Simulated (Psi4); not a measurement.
C2H6NO (SMILES CC(N)=[OH+]), charge +1, singlet, geometry from GFN2-xTB; B3LYP/def2-SVP (Psi4).

Here is a job for Psi4.
```
memory 2 GB

molecule mol {
1 1
O     0.318597    1.282346    0.055518
C     0.045989    0.030480   -0.005547
N     0.971309   -0.890866   -0.039247
C    -1.383354   -0.330034   -0.021039
H     0.728290   -1.872419   -0.084366
H    -1.960376    0.454212   -0.508311
H    -1.563605   -1.288230   -0.499661
H    -1.746483   -0.388630    1.008214
H     1.963033   -0.678155   -0.014999
H     1.255393    1.547845    0.089227
}

set {
  basis def2-svp
  reference rks
}

energy('b3lyp')
print_variables()
```

It wrote (shortened):

```
   => Loading Basis Set <=

    Name: DEF2-SVP
    Role: ORBITAL
    Keyword: BASIS

         ---------------------------------------------------------
                                   SCF
               by Justin Turney, Rob Parrish, Andy Simmonett
                          and Daniel G. A. Smith
                              RKS Reference
         ---------------------------------------------------------

  ==> Geometry <==

    Molecular point group: c1
    Full point group: C1

    Geometry (in Angstrom), charge = 1, multiplicity = 1:

       Center              X                  Y                   Z               Mass
    ------------   -----------------  -----------------  -----------------  -----------------
         O            0.296700778997     1.245728199178     0.055361091057    15.994914619570
         C            0.024092778997    -0.006137800822    -0.005703908943    12.000000000000
         N            0.949412778997    -0.927483800822    -0.039403908943    14.003074004430
         C           -1.405250221003    -0.366651800822    -0.021195908943    12.000000000000
         H            0.706393778997    -1.909036800822    -0.084522908943     1.007825032230
         H           -1.982272221003     0.417594199178    -0.508467908943     1.007825032230
         H           -1.585501221003    -1.324847800822    -0.499817908943     1.007825032230
         H           -1.768379221003    -0.425247800822     1.008057091057     1.007825032230
         H            1.941136778997    -0.714772800822    -0.015155908943     1.007825032230
         H            1.233496778997     1.511227199178     0.089070091057     1.007825032230

  Running in c1 symmetry.

  Rotational constants: A =      0.34697  B =      0.30712  C =      0.16790 [cm^-1]
  Rotational constants: A =  10401.81194  B =   9207.08175  C =   5033.56085 [MHz]
  Nuclear repulsion =  131.368809947831949

  Charge       = 1
  Multiplicity = 1
  Electrons    = 32
  Nalpha       = 16
  Nbeta        = 16

  ==> Algorithm <==

  SCF Algorithm Type is DF.
  DIIS enabled.
  MOM disabled.
  Fractional occupation disabled.
  Guess Type is SAD.
  Energy threshold   = 1.00e-06
  Density threshold  = 1.00e-06
  Integral threshold = 1.00e-12

  ==> Primary Basis <==

  Basis Set: DEF2-SVP
    Blend: DEF2-SVP
    Number of shells: 42
    Number of basis functions: 86
    Number of Cartesian functions: 90
    Spherical Harmonics?: true
    Max angular momentum: 2

  ==> DFT Potential <==

   => LibXC <=

    Version 7.1.2
    S. Lehtola, C. Steigemann, M. J. T. Oliveira, and M. A. L. Marques,  SoftwareX 7, 1–5 (2018) (10.1016/j.softx.2017.11.002)

   => Composite Functional: B3LYP <=

    B3LYP Hyb-GGA Exchange-Correlation Functional

    P. J. Stephens, F. J. Devlin, C. F. Chabalowski, and M. J. Frisch,  J. Phys. Chem. 98, 11623 (1994) (10.1021/j100096a001)

    Deriv               =              1
    GGA                 =           TRUE
    Meta                =          FALSE

    Exchange Hybrid     =           TRUE
    MP2 Hybrid          =          FALSE

   => Exchange Functionals <=

    0.0800   Slater exchange
    0.7200         Becke 88

   => Exact (HF) Exchange <=

    0.2000               HF

   => Correlation Functionals <=

    0.1900   Vosko, Wilk & Nusair (VWN5_RPA)
    0.8100   Lee, Yang & Parr

   => LibXC Density Thresholds  <==

    XC_HYB_GGA_XC_B3LYP:  1.00E-15

   => Molecular Quadrature <=

    Radial Scheme          =       TREUTLER
    Pruning Scheme         =           NONE
    Nuclear Scheme         =       TREUTLER

    Blocking Scheme        =         OCTREE
    BS radius alpha        =              1
    Pruning alpha          =              1
    Radial Points          =             75
    Spherical Points       =            302
    Total Points           =         214434
    Total Blocks           =           1628
    Max Points             =            256
    Max Functions          =             86
    Weights Tolerance      =       1.00E-15

   => Loading Basis Set <=

    Name: (DEF2-SVP AUX)
    Role: JKFIT
    Keyword: DF_BASIS_SCF

  ==> Integral Setup <==

  SCF_SUBTYPE=INCORE selected. In-core MEM_DF algorithm will be used.
  Using in-core AOs.

  ==> MemDFJK: Density-Fitted J/K Matrices <==

    J tasked:                   Yes
    K tasked:                   Yes
    wK tasked:                   No
    Algorithm:                 Core
    Schwarz Cutoff:           1E-12
    Mask sparsity (%):       0.1082
    Fitting Condition:        1E-10

   => Auxiliary Basis Set <=

  Basis Set: (DEF2-SVP AUX)
    Blend: DEF2-UNIVERSAL-JKFIT
    Number of shells: 136
    Number of basis functions: 412
    Number of Cartesian functions: 484
    Spherical Harmonics?: true
    Max angular momentum: 4

  Minimum eigenvalue in the overlap matrix is 2.7292299448E-03.
  Reciprocal condition number of the overlap matrix is 4.8303057117E-04.
    Using symmetric orthogonalization.

  ==> Pre-Iterations <==

  SCF Guess: Superposition of Atomic Densities via on-the-fly atomic UHF (no occupation information).

   -------------------------
    Irrep   Nso     Nmo
   -------------------------
     A         86      86
   -------------------------
    Total      86      86
   -------------------------

  ==> Iterations <==

                           Total Energy        Delta E     RMS |[F,P]|

   @DF-RKS iter SAD:  -209.36764431807433   -2.09368e+02   0.00000e+00
   @DF-RKS iter   1:  -209.14601126414414    2.21633e-01   8.94737e-03 ADIIS/DIIS
   @DF-RKS iter   2:  -209.07331817432808    7.26931e-02   1.00118e-02 ADIIS/DIIS
   @DF-RKS iter   3:  -209.40313403231394   -3.29816e-01   9.95417e-04 ADIIS/DIIS
   @DF-RKS iter   4:  -209.40600969755855   -2.87567e-03   3.56328e-04 ADIIS/DIIS
   @DF-RKS iter   5:  -209.40644619362712   -4.36496e-04   6.77378e-05 DIIS
   @DF-RKS iter   6:  -209.40645522026142   -9.02663e-06   3.66624e-05 DIIS
   @DF-RKS iter   7:  -209.40645927626952   -4.05601e-06   2.56503e-06 DIIS
   @DF-RKS iter   8:  -209.40645929698007   -2.07106e-08   7.36696e-07 DIIS
  Energy and wave function converged.

  ==> Post-Iterations <==

   Electrons on quadrature grid:
      Ntotal   =   32.0000134294 ; deviation = 1.343e-05

    Orbital Energies [Eh]
    ---------------------

    Doubly Occupied:

       1A    -19.429835     2A    -14.614633     3A    -10.563939
       4A    -10.396413     5A     -1.343254     6A     -1.175174
       7A     -0.980610     8A     -0.872025     9A     -0.838362
      10A     -0.783238    11A     -0.702207    12A     -0.668771
      13A     -0.618692    14A     -0.609068    15A     -0.597880
      16A     -0.554261

    Virtual:

      17A     -0.241254    18A     -0.171500    19A     -0.125161
      20A     -0.111035    21A     -0.075241    22A     -0.036208
      23A     -0.034070    24A      0.024230    25A      0.050086
      26A      0.132763    27A      0.209171    28A      0.240282
      29A      0.255415    30A      0.282390    31A      0.316543
      32A      0.320552    33A      0.342962    34A      0.368121
      35A      0.437634    36A      0.472858    37A      0.476807
      38A      0.488143    39A      0.508284    40A      0.537399
      41A      0.584951    42A      0.672072    43A      0.737852
      44A      0.758693    45A      0.810477    46A      0.917812
      47A      0.976017    48A      1.009644    49A      1.051769
      50A      1.091116    51A      1.152699    52A      1.296574
      53A      1.325097    54A      1.354843    55A      1.385306
      56A      1.452865    57A      1.502387    58A      1.515701
      59A      1.590856    60A      1.592805    61A      1.627210
      62A      1.658924    63A      1.681443    64A      1.725736
      65A      1.785991    66A      1.881103    67A      1.897446
      68A      2.021403    69A      2.050370    70A      2.104148
      71A      2.237700    72A      2.243849    73A      2.313637
      74A      2.369904    75A      2.431121    76A      2.543959
      77A      2.633121    78A      2.693133    79A      2.730962
      80A      2.771655    81A      2.853883    82A      2.864702
      83A      2.978674    84A      3.111410    85A      3.434506
      86A      3.557968

    Final Occupation by Irrep:
              A
    DOCC [    16 ]
    NA   [    16 ]
    NB   [    16 ]

  @DF-RKS Final Energy:  -209.40645929698007

   => Energetics <=

    Nuclear Repulsion Energy =            131.3688099478319486
    One-Electron Energy =                -535.5956601783179849
    Two-Electron Energy =                 217.7312591654069251
    DFT Exchange-Correlation Energy =     -22.9108682319009596
    Empirical Dispersion Energy =           0.0000000000000000
    VV10 Nonlocal Energy =                  0.0000000000000000
    Total Energy =                       -209.4064592969800742

Computation Completed

Properties will be evaluated at   0.000000,   0.000000,   0.000000 [a0]

Properties computed using the SCF density matrix

 Multipole Moments:

 ------------------------------------------------------------------------------------
     Multipole            Electronic (a.u.)      Nuclear  (a.u.)        Total (a.u.)
 ------------------------------------------------------------------------------------

 L = 1.  Multiply by 2.5417464519 to convert [e a0] to [Debye]
 Dipole X            :          2.3565641           -1.3654675            0.9910966
 Dipole Y            :          1.5816942           -2.2835118           -0.7018176
 Dipole Z            :          0.0475536           -0.0097793            0.0377743
 Magnitude           :                                                    1.2150092

 ------------------------------------------------------------------------------------

  Variable Map:
  ----------------------------------------------------------------------------
  "CURRENT ENERGY"              =>    -209.406459296980
  "CURRENT REFERENCE ENERGY"    =>    -209.406459296980
  "DD SOLVATION ENERGY"         =>       0.000000000000
  "DFT FUNCTIONAL TOTAL ENERGY" =>    -209.406459296980
  "DFT TOTAL ENERGY"            =>    -209.406459296980
  "DFT VV10 ENERGY"             =>       0.000000000000
  "DFT XC ENERGY"               =>     -22.910868231901
  "GRID ELECTRONS ALPHA"        =>      16.000006714716
  "GRID ELECTRONS BETA"         =>      16.000006714716
  "GRID ELECTRONS TOTAL"        =>      32.000013429432
  "NUCLEAR REPULSION ENERGY"    =>     131.368809947832
  "ONE-ELECTRON ENERGY"         =>    -535.595660178318
  "PCM POLARIZATION ENERGY"     =>       0.000000000000
  "PE ENERGY"                   =>       0.000000000000
  "SCF ITERATION ENERGY"        =>    -209.406459296980
  "SCF ITERATIONS"              =>       8.000000000000
  "SCF TOTAL ENERGY"            =>    -209.406459296980
  "TWO-ELECTRON ENERGY"         =>     217.731259165407
  "XC GRID RADIAL POINTS"       =>      75.000000000000
  "XC GRID SPHERICAL POINTS"    =>     302.000000000000
  "XC GRID TOTAL POINTS"        =>  214434.000000000000

  Array Variable Map:
  ----------------------------------------------------------------------------
  "CURRENT DIPOLE"              =>       0.991096601159 ... 0.037774259345 1 by 3
  "SCF DIPOLE"                  =>       0.991096601159 ... 0.037774259345 1 by 3
  "SCF TOTAL ENERGIES"          =>    -209.367644318074 ... -209.406459296980 1 by 9
```
